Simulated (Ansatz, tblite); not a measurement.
Cost and result up the ladder for InCl2(NH2) (InNCl2H2) (6 atoms). Charge 0, multiplicity 1. Geometry: PBE0-D4/def2-SVP.

```csv
atom,x (Å),y (Å),z (Å)
In1,-0.702,0.263,-0.020
Cl2,-2.009,0.434,1.906
Cl3,-1.682,1.000,-2.007
N4,1.087,-0.659,-0.005
H5,1.722,-0.401,-0.756
H6,1.585,-0.638,0.882
```

Ansatz on 4 threads of Arm Neoverse V2 on a shared host; xTB runs through tblite on one thread. Times are rough, summed over both states, and most runs start from the orbitals of an earlier one. PBE0-D4/def2-TZVP serves as the yardstick here, not as an exact answer. The other state is a doublet.

In the def2 sets In takes a core potential; there is no spin–orbit coupling. The xTB rows come from tblite.

Raw xTB energies of ions are shifted by several eV.

```
                          level  functions  wall time  vertical IE (eV)  difference from PBE0-D4/def2-TZVP (eV)
                       GFN1-xTB         35    0.008 s             14.19                                    4.10
                       GFN2-xTB         33     0.01 s             14.45                                    4.36
               PBE-D4/def2-TZVP        167      5.3 s              9.78                                   -0.31
PBE0-D4/def2-TZVP (with forces)        167      6.8 s             10.09                                    0.00
            r2SCAN-D4/def2-TZVP        167      9.9 s              9.91                                   -0.19
```
